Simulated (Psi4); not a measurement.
F$_{3}$In, charge +1, doublet, geometry from GFN2-xTB (such geometries of metal compounds can be far from the true shape) (a state made from the parent by changing its charge; the spin is typed, not shown lowest) (core potentials on In). Base run: PBE/def2-SVP (Psi4).

Here is a job for Psi4.
```
memory 2 GB

molecule {
1 2
In   -0.01118697    0.00554822   -0.00431998
F    -1.76658768   -1.12801102    0.05151551
F     0.06454339    1.97214584   -0.70878044
F     1.76295114   -0.87434178    0.68078484
}

set {
  basis def2-svp
  reference uks
}

energy('pbe')
print_variables()
```

Variants of this job, named by their change:

```csv
change,ΔE vs base (mEh),point group used,SCF cycles
base,0.000,c1,35
jitter_ang = 0.002,0.188,c1,42
"molecule keys = symmetry c1, no_reorient, no_com",0.000,c1,52
molecule keys = symmetry c1,0.000,c1,35
molecule keys = no_reorient,0.000,c1,35
```

Open shells are given as the SCF converged; they aren't shown to be the lowest states, and a large step between rows can be another state.
